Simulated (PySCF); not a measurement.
Compound: C6H5N3.
SMILES: `C#Cc1ncc(C)nn1`

The calculation used PySCF, TDDFT wB97X-D/def2-SVPD, vertical, gas phase, core orbitals frozen in the response. Isolated species at its GFN2-xTB geometry, gas phase.

Each state is given a Gaussian of 0.5 eV full width at half maximum, with ε(max) = 2.175×10⁸ f / Δν̃ (Δν̃ the width in cm⁻¹). The width is an assumption, not a result. The curve ends short of the highest state used, and states not computed would add to its high-energy end.

```csv
λ (nm),ε (L mol⁻¹ cm⁻¹)
223.4,20513
228.7,22273
233.9,18396
239.1,12698
244.4,7826
249.6,4513
254.9,2343
260.1,1093
265.3,447
270.6,157
275.8,50
281.1,14
286.3,4
291.5,1
296.8,0
302.0,0
307.3,1
312.5,1
317.7,2
323.0,4
328.2,7
333.5,13
338.7,22
344.0,35
349.2,54
354.4,79
359.7,109
364.9,141
370.2,174
375.4,203
380.6,225
385.9,239
391.1,243
396.4,237
401.6,223
406.8,204
412.1,179
417.3,154
422.6,128
427.8,105
433.0,84
438.3,65
443.5,50
448.8,37
454.0,28
459.2,20
464.5,14
469.7,10
475.0,7
480.2,5
485.5,3
490.7,2
495.9,2
501.2,1
506.4,1
511.7,0
```

Question: Where are the band maxima, and which computed states make them?

Answer: 391 nm (3.17 eV), ε about 240, made up of S1 (100%); 227 nm (5.45 eV), ε about 22000, made up of S5 (94%) (ε in L mol⁻¹ cm⁻¹; maxima over ε = 5, shares over 10%). The states used: S1 3.17 eV (f 0.0045); S2 3.61 eV (f 0.0001); S3 5.13 eV (f 0.083); S4 5.30 eV (f 0.0000); S5 5.47 eV (f 0.392); S6 5.58 eV (f 0.0002); S7 6.06 eV (f 0.0001); S8 6.15 eV (f 0.0013).

Question: Does any computed singlet lie in the visible range?

Answer: S1 lies in the visible range (380 to 750 nm), at 391 nm, f = 0.0045; light of that wavelength is violet, and its complementary colour is yellow-green; a Tamm–Dancoff triplet lies at 494 nm, without intensity as long as spin–orbit coupling is left out.

Question: Coming from long wavelengths, where does ε first pass 100 L mol⁻¹ cm⁻¹?

Answer: At about 429 nm (2.89 eV), 0.28 eV below S1.

Question: On this curve, what absorbance would a 10⁻⁵ mol/L sample give at 405 nm over a 1 cm path?

Answer: 405 nm is 3.061 eV, where ε is about 210 L mol⁻¹ cm⁻¹, so A = ε c l ≈ 0.0021 (Beer–Lambert, with the gas-phase spectrum and the assumed width).
